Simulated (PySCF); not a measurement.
From one molecule to another.

First species: hexafluoroethane, C2F6.
Z-matrix (Å and degrees, PBE0-D3(BJ)/def2-SVP geometry), rows numbered from 1:
```
F 
C   1  1.3233
F   2  1.3236  1  109.15
F   2  1.3237  1  109.13  3  -119.23
C   2  1.5427  1  109.79  3   120.40
F   5  1.3236  2  109.80  1   -59.95
F   5  1.3237  2  109.79  1    60.08
F   5  1.3234  2  109.79  1  -179.93
```

Second species: C₅H₄F₄O₂.
InChI=1S/C5H4F4O2/c6-3-1-2-10-4(3)11-5(7,8)9/h1-4H/t3-,4+/m1/s1

Levels: wB97X-D/def2-SVPD for dipole moment, HOMO energy, LUMO energy, HOMO–LUMO gap, static isotropic polarisability and electronic spatial extent ⟨r²⟩ about the centre of nuclear charge; TDDFT wB97X-D/def2-SVPD for lowest singlet excitation; TDA wB97X-D/def2-SVPD for lowest triplet excitation (Tamm–Dancoff). Geometries: PBE0-D3(BJ)/def2-SVP. Each species is one conformer at its optimised geometry, gas phase, non-relativistic unless stated; the electronic structure was computed with PySCF and density fitting.

Dipoles, sizes and rotational constants follow the conformer. The torsions of the flexible species, by atom-mapped SMILES:
- `[F:1][C:2]([F:3])([F:4])[C:5]([F:6])([F:7])[F:8]`: F1–C2–C5–F6 -60°
- `[F:1][C@@H:2]1[CH:3]=[CH:4][O:5][C@H:6]1[O:7][C:8]([F:9])([F:10])[F:11]`: O5–C6–O7–C8 -73°, C6–O7–C8–F9 -49°

```csv
property,column X,column Y
dipole moment,1.94 D,0.00 D
HOMO energy,-9.44 eV,-13.55 eV
LUMO energy,1.32 eV,2.33 eV
HOMO–LUMO gap,10.76 eV,15.88 eV
lowest singlet excitation,6.45 eV,11.72 eV
lowest triplet excitation (Tamm–Dancoff),4.20 eV,11.02 eV
static isotropic polarisability,67.0 au,31.5 au
electronic spatial extent ⟨r²⟩ about the centre of nuclear charge,1690 bohr²,705 bohr²
```

(1) Which column belongs to which species?

(2) How does each property change from the first species to the second?

Answers

(1) Column X is the second species and column Y the first. The first has 8 atoms and 66 electrons, the second 15 and 86.

(2) dipole moment +1.94 D; HOMO energy +4.11 eV; LUMO energy -1.01 eV; HOMO–LUMO gap -5.12 eV; lowest singlet excitation -5.27 eV; lowest triplet excitation (Tamm–Dancoff) -6.82 eV; static isotropic polarisability +35.5 au; electronic spatial extent ⟨r²⟩ about the centre of nuclear charge +985 bohr².

On the first: Point group D3d forbids a permanent dipole, so the rigid molecule has no electric-dipole pure rotational spectrum. S1 lies 4.16 eV below the HOMO–LUMO gap; its leading configuration is HOMO→LUMO, weight 0.95.

On the second: In wavenumbers S1 is 52000 cm⁻¹ (1 eV = 8065.54 cm⁻¹). The vertical singlet–triplet gap S1 − T1 is 2.25 eV (TDDFT singlet less Tamm–Dancoff triplet; S1: HOMO→LUMO, weight 0.96; T1: HOMO→LUMO, weight 0.92).
